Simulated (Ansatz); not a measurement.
Clusters of 11 atoms, halide: PBE0-D4/def2-SVP single points in Ansatz on relaxed structures, gas phase. Each cluster is the lowest isomer that a short search found in that spin, judged at the geometry's level, and lower ones may exist. HOMO and LUMO are taken over both spins. Binding counts from free atoms in the multiplicity of their measured ground term, without zero-point energy. A dash marks a value that wasn't run or was left out as unsound. The structures are stationary points that may keep the symmetry of their start.

```
species  atoms    state             geometry  HOMO (eV)  LUMO (eV)  gap (eV)  binding per atom (eV)  point group (within 0.1 Å)
  Li5H6     11  doublet  r2SCAN-D4/def2-TZVP      -2.97      -0.86      2.11                   1.91                           –
 Li6Cl5     11  doublet   r2SCAN-D4/def2-SVP      -3.83      -1.32      2.51                   3.07                          Cs
  Li6H5     11  doublet  r2SCAN-D4/def2-TZVP      -3.01      -0.73      2.28                   1.91                          Cs
 Li6H5⁺     11  singlet  r2SCAN-D4/def2-TZVP     -10.14      -4.41      5.73                      –                          Cs
  K6F5⁺     11  singlet     PBE0-D4/def2-SVP      -9.80      -3.52      6.28                      –                          Cs
```

The gap (eV) runs from 2.11 (Li5H6) to 6.28 (K6F5⁺).
